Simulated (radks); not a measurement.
Spherical quantum dot in the effective-mass picture: electrons in a hard-walled sphere of radius 6, with a point charge +1 (a donor) at the centre, all in effective atomic units (hartree* = m*/eps^2 hartree, bohr* = eps/m* bohr), one dielectric constant everywhere. Method: non-relativistic Kohn-Sham, exchange-only LDA, spin-polarised, spherical densities; computed with a radial shooting solver with Libxc functionals. Levels are named by radial order and angular momentum (1s, 1p, 1d, 2s, ...), and open shells are averaged over m. Results are scaled to m* = 0.559 and eps = 16.2, for which hartree* = 57.96 meV and bohr* = 1.534 nm.

N = 6, configuration 1s2 1p(up 3, down 1). This is the lowest configuration that the search found. Occupied and some empty levels:

level    occupation  eigenvalue (meV)  <r> (nm)
1s up             1            63.796     4.317
1s down           1            65.343     3.774
1p up             3            72.337     5.885
1p down           1            75.523     5.855
2s up             0            79.023     4.155
2s down           0            79.989     4.565
1d up             0            81.233     6.270
1d down           0            84.522     6.272
1f up             0            92.519     6.533
1f down           0            95.801     6.544

Energy (meV): total 171.306, kinetic 94.053, external -133.38, Hartree 270.23, exchange-correlation -59.595.

Electron density:

r (nm)  n(r) (e/nm^3)
0.453         0.03540
0.913         0.02036
1.37          0.01240
1.83         0.008145
2.29         0.005863
2.75         0.004656
3.21         0.004046
3.67         0.003764
4.13         0.003649
4.59         0.003591
5.05         0.003507
5.51         0.003335
5.97         0.003035
6.43         0.002597
6.89         0.002042
7.35         0.001432
7.81        0.0008507
8.27        0.0003846
8.73       0.00009507
9.19        2.038e-07
